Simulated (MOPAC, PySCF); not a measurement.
C$_{3}$H$_{6}$O, SMILES `C/C=C/O` (C–C–O–H torsion 180°), neutral singlet in the gas phase. 

Z-matrix (Å, degrees):
```
C
C 1 1.3258
O 2 1.3715 1 122.28
H 3 0.9609 2 109.64 1 -180.00
H 1 1.0854 2 118.25 3 0.00
H 2 1.0865 1 121.84 5 -180.00
C 1 1.4964 5 118.14 2 -180.00
H 7 1.0918 1 111.42 5 180.00
H 7 1.0940 8 107.73 1 122.57
H 7 1.0940 8 107.73 9 114.86
```
Charge 0, spin multiplicity 1.

All levels are single points at this geometry (B3LYP-D3(BJ)/def2-TZVP); Pople sets use spherical d functions. Orbital energies aren't observables, and empty levels follow the basis.

```
level                      HOMO (eV)  LUMO (eV)  gap (eV)  dipole (D)  vertical IE, Delta-SCF (eV)
-------------------------  ---------  ---------  --------  ----------  ---------------------------
M06-2X/def2-TZVP in PySCF      -7.59       1.60      9.20        1.72                         8.79
B3LYP/3-21G in PySCF           -5.58       1.56      7.14        1.92                            –
B3LYP/6-311+G** in PySCF       -6.16      -0.20      5.95        1.76                            –
B3LYP/6-31G* in PySCF          -5.71       1.44      7.15        1.73                         8.38
BP86/6-31G* in PySCF           -4.79       0.52      5.31        1.71                            –
PBE/6-31G* in PySCF            -4.68       0.63      5.31        1.70                         8.24
HF/3-21G in PySCF              -8.80       5.73     14.54        2.11                            –
HF/6-31G* in PySCF             -8.82       5.75     14.56        1.91                         7.54
HF/STO-3G in PySCF             -7.02       9.14     16.16        1.60                            –
AM1 in MOPAC                   -9.27       1.40     10.67        1.71                            –
PM3 in MOPAC                   -9.33       1.30     10.63        1.60                            –
PM6 in MOPAC                   -9.20       1.25     10.44        1.94                            –
PM7 in MOPAC                   -9.33       1.20     10.53        1.91                            –
```
